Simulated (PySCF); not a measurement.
# A small calculation by hand: dipole moment from atomic charges

Al(H)(OH)(SH) (AlH3OS), SMILES [OH][AlH][SH]. Atoms are numbered in the order given.

```xyz
6

Al    -0.5517    -0.5729     0.0000
H     -2.0880    -0.9123     0.0000
O      0.6658    -1.7604     0.0000
H      0.4821    -2.7029     0.0000
S      0.1268     1.5004     0.0000
H      1.4230     1.1396     0.0000
```
Charge 0, spin multiplicity 1.

Coordinates come from a TPSSh-D3(BJ)/def2-TZVP optimisation. The values are those of a single conformer.

Charges (e) from r2SCAN/def2-TZVPD in PySCF:

```
atom     IAO  ESP fit
----  ------  -------
Al1    0.956    0.772
H2    -0.225   -0.220
O3    -0.837   -0.755
H4     0.373    0.405
S5    -0.389   -0.403
H6     0.122    0.202
```

The dipole moment of the full density is 1.75 D.

Question: What dipole moment does each set of point charges give, and which comes closer to that of the density?

Answer: 
μ = Σ q r, and 1 e Å = 4.8032 D.
IAO: Σ q r = (-0.311, -0.322, 0.000) e Å, |μ| = 2.15 D.
ESP fit: Σ q r = (-0.038, -0.382, 0.000) e Å, |μ| = 1.84 D.
ESP fit comes closer in size. Point charges leave out the atoms' own dipoles (lone pairs, polarised bonds); fits to the potential absorb them, partitions of the density don't.
